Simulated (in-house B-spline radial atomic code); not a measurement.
Results of a calculation; reference values are marked as such.
**Building a PAW s channel for V, r_c = 2.57 bohr**

V, [Ar] 3d3 4s2, non-relativistic LDA (VWN5), spherical and spin-unpolarised, from an all-electron radial atomic-structure program (B-spline basis) (atomic units; all potentials screened as in the neutral atom).

Two all-electron partial waves φ1, φ2 are integrated outwards at E1 = ε(4s) = -0.175968 and E2 = E1 + 1.5 hartree; φ1 is the bound orbital and φ2 has unit norm inside r_c = 2.5739 bohr. Smooth partners are polynomials, r^1(a0 + a1 r² + a2 r⁴ + a3 r⁶), matched to φ and three derivatives at r_c, with no condition on the norm. The local potential is -3.24135 + (1.15396) r² + (-0.175623) r⁴ + (0.00984306) r⁶ inside 2.1339 bohr and the all-electron one outside.

```json
{"wave": "1", "φ(r_c)": "0.594099", "φ'(r_c)": "0.05643583", "a0": "0.1557022", "a1": "0.05320208", "a2": "-0.008940228", "a3": "0.0003956408"}
{"wave": "2", "φ(r_c)": "0.2175845", "φ'(r_c)": "2.100482", "a0": "-1.793871", "a1": "0.3942711", "a2": "-0.01359745", "a3": "-0.0004705613"}
```

Inside r_c the overlaps are <φi φj> = [[0.29149, -0.41187], [-0.41187, 1.00000]] and, for the smooth waves, [[0.32190, -0.68114], [-0.68114, 2.86970]]. With χj = (Ej − T − V_local) applied to smooth wave j, the program's quadrature gives the matrix B_ij = <smooth i, χj> as [[0.18845, -1.29100], [-0.88711, 6.66793]].

(1) Check the match of the first wave, and find the augmentation charges q_ij.

(2) B isn't symmetric. Show that D_ij = B_ij + Ej q_ij is.

Solving (T + V_local + Σ p D p) ψ = E (1 + Σ p q p) ψ in a sphere of 9 bohr, whose wall lifts the free-atom level a little, gives these levels:

```
all-electron  one projector  two projectors
   -0.175040      -0.175040       -8.766640
    0.101467       0.095776       -0.175040
    0.462398       0.268937        0.101435
    0.981248       0.500518        0.462274
    1.647570       1.021790        0.981173
```

(3) What does the second projector gain?

Answers

(1) At r_c the four terms are 0.40076, 0.90720, -1.00997, 0.29610, which sum to 0.5941, φ1(r_c) to rounding. q_ij is the all-electron overlap less the smooth one: [[-0.03041, 0.26926], [0.26926, -1.86970]]. The smooth first wave has a norm of 0.3219 inside r_c against 0.2915, so q11 is negative and must stay small enough for the overlap operator to be positive.

(2) Integrating by parts gives B12 − B21 = (E1 − E2) q12: -1.29100 − (-0.88711) = -0.40389, and −1.5 × (0.26926) = -0.40390. So D12 = -1.29100 + (1.324032)(0.26926) = -0.93448 and D21 = -0.88711 + (-0.175968)(0.26926) = -0.93449; D11 = 0.19380, D22 = 4.19239. The projectors, p = (B⁻¹)ᵀ χ, are dual to the smooth waves; det B = 0.11.

(3) With one projector the errors are 0.00, -5.69 millihartree, and the level at 0.2689 is out of step with the all-electron series: an extra state, or one far too low, so the pairing ends there; skipping it, the next levels are off by +38.1, +40.5 millihartree. With two a ghost lies below the reference level, so the set fails. The lowest eigenvalue of the overlap operator is 0.7584 with one and 0.01238 with two projectors. The smooth orbital alone needs a cutoff of 2.51 hartree for 1 millihartree of kinetic energy, against 3.59 for a norm-conserving Troullier-Martins orbital of the same radius, which is no gain while the set fails.
